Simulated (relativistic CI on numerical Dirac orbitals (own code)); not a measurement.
Ge⁷⁺: q coefficients and field-shift factors

Calculated at this level of theory: Dirac-Coulomb-Breit CI, orbitals from a KLI potential per configuration, derivatives by finite differences, unscaled Slater integrals, QED left out (own radial code, finite nucleus).

CI space (outside the closed core [Ne]): 3s²3p⁶3d⁷, 3s²3p⁵3d⁸, 3s²3p⁶3d⁶4s, 3s²3p⁶3d⁶4p, 3s²3p⁴3d⁹, 3s3p⁶3d⁸, 3s²3p⁶3d⁵4s², 3s²3p⁶3d⁶4d. Levels of other configurations are missing.

With x = (α/α₀)² − 1 an excitation energy changes as ω = ω₀ + qx; K = 2q/ω₀ is the relative enhancement. Terms are leading LS components, so labels can repeat. The field-shift factor is F = δν/δ⟨r²⟩ for the transition from the lowest level.

Lowest level 3s²3p⁶3d⁷ ⁴F9/2.

```tsv
Level	ω₀ (cm⁻¹)	q (cm⁻¹)	K	F (GHz/fm²)
3s²3p⁶3d⁷ ⁴F7/2	3432	3596	2.1	0.0176
3s²3p⁶3d⁷ ⁴F5/2	5752	5697	1.98	0.0283
3s²3p⁶3d⁷ ⁴F3/2	7273	6967	1.92	0.0348
3s²3p⁶3d⁷ ⁴P3/2	30014	360.1	0.024	0.028
3s²3p⁶3d⁷ ⁴P5/2	30360	2215	0.146	0.0447
3s²3p⁶3d⁷ ⁴P1/2	32430	3849	0.237	0.0498
3s²3p⁶3d⁷ ²G9/2	32563	1690	0.104	0.0409
3s²3p⁶3d⁷ ²G7/2	35756	5052	0.283	0.0568
3s²3p⁶3d⁷ ²P3/2	38065	4236	0.223	0.0382
3s²3p⁶3d⁷ ²P1/2	40746	6809	0.334	0.0407
3s²3p⁶3d⁷ ²D5/2	42841	3242	0.151	0.054
3s²3p⁶3d⁷ ²H11/2	45482	2299	0.101	0.07
3s²3p⁶3d⁷ ²D3/2	48292	9646	0.399	0.0789
3s²3p⁶3d⁷ ²H9/2	48563	5894	0.243	0.0868
3s²3p⁶3d⁷ ²F5/2	71750	2607	0.0727	0.0875
3s²3p⁶3d⁷ ²F7/2	73073	4237	0.116	0.0952
3s²3p⁶3d⁷ ²D3/2	108534	2805	0.0517	0.16
3s²3p⁶3d⁷ ²D5/2	110472	4974	0.0901	0.169
3s²3p⁶3d⁶4s ⁶D9/2	487109	-16530	-0.0679	8.8
3s²3p⁶3d⁶4s ⁶D7/2	489285	-14290	-0.0584	8.81
3s²3p⁶3d⁶4s ⁶D5/2	490808	-12880	-0.0525	8.82
3s²3p⁶3d⁶4s ⁶D3/2	491839	-11940	-0.0486	8.82
3s²3p⁶3d⁶4s ⁶D1/2	492442	-11400	-0.0463	8.82
```

At this charge configurations can still be misplaced by up to about 7 % of their energy. Terms inside the open d or f shell come out 10 to 20 % too wide with unscaled integrals.
